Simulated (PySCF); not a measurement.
# SMILES [CH]1=CC=[CH][GeH2]1, C$_{4}$H$_{6}$Ge

Molfile (atoms numbered from 1):
```
C4H6Ge
     RDKit          3D

 11 11  0  0  0  0  0  0  0  0999 V2000
   -0.9000    0.7147   -0.4217 C   0  0  0  0  0  0  0  0  0  0  0  0
    0.3211    1.2778   -0.3326 C   0  0  0  0  0  0  0  0  0  0  0  0
    1.5411   -0.0969    0.3037 Ge  0  0  0  0  0  4  0  0  0  0  0  0
    0.0681   -1.3656    0.3614 C   0  0  0  0  0  0  0  0  0  0  0  0
   -1.0365   -0.7106   -0.0477 C   0  0  0  0  0  0  0  0  0  0  0  0
   -1.7859    1.2659   -0.7573 H   0  0  0  0  0  0  0  0  0  0  0  0
    0.5131    2.3215   -0.5879 H   0  0  0  0  0  0  0  0  0  0  0  0
    2.1728    0.2032    1.6753 H   0  0  0  0  0  0  0  0  0  0  0  0
    2.6555   -0.4662   -0.6922 H   0  0  0  0  0  0  0  0  0  0  0  0
    0.0591   -2.4165    0.6560 H   0  0  0  0  0  0  0  0  0  0  0  0
   -2.0210   -1.1877   -0.1133 H   0  0  0  0  0  0  0  0  0  0  0  0
  1  2  2  0
  2  3  1  0
  3  4  1  0
  4  5  2  0
  5  1  1  0
  1  6  1  0
  2  7  1  0
  3  8  1  0
  3  9  1  0
  4 10  1  0
  5 11  1  0
M  END
```

Computed, not measured: GIAO B3LYP/pcseg-1 magnetisability, rotational g tensor and spin-rotation constants, non-relativistic, gas phase in PySCF. Geometry: PBE0-D3(BJ)/def2-SVP.

The calculation is non-relativistic, which matters for the atoms heavier than Zn.

Give the nuclear spin-rotation constants along the inertial axes (H = +C I·J) beside the isotropic shieldings.

Rotational constants 6.5655, 3.2652, 2.2420 GHz. A star marks the isotopologue with that one atom substituted, in its own axes.
| atom | isotope | Caa (kHz) | Cbb (kHz) | Ccc (kHz) | mean (kHz) | σ (ppm) |
| --- | --- | --- | --- | --- | --- | --- |
| H6 | 1H | 0.307 | -0.107 | -0.243 | -0.014 | 24.5 |
| H7 | 1H | -0.660 | 0.364 | -0.263 | -0.186 | 25.2 |
| H8 | 1H | -0.251 | -0.291 | -0.023 | -0.189 | 26.9 |
| H9 | 1H | -0.251 | -0.291 | -0.024 | -0.188 | 26.9 |
| H10 | 1H | -0.660 | 0.364 | -0.263 | -0.186 | 25.2 |
| H11 | 1H | 0.308 | -0.107 | -0.243 | -0.014 | 24.5 |
| C1 | 13C* | 2.483 | 1.534 | 0.352 | 1.457 | 39.7 |
| C2 | 13C* | 2.268 | 1.566 | 0.253 | 1.363 | 55.5 |
| Ge3 | 73Ge* | -1.674 | -0.750 | -0.652 | -1.025 | 1545.5 |

For the geometry as given, no vibrational averaging.
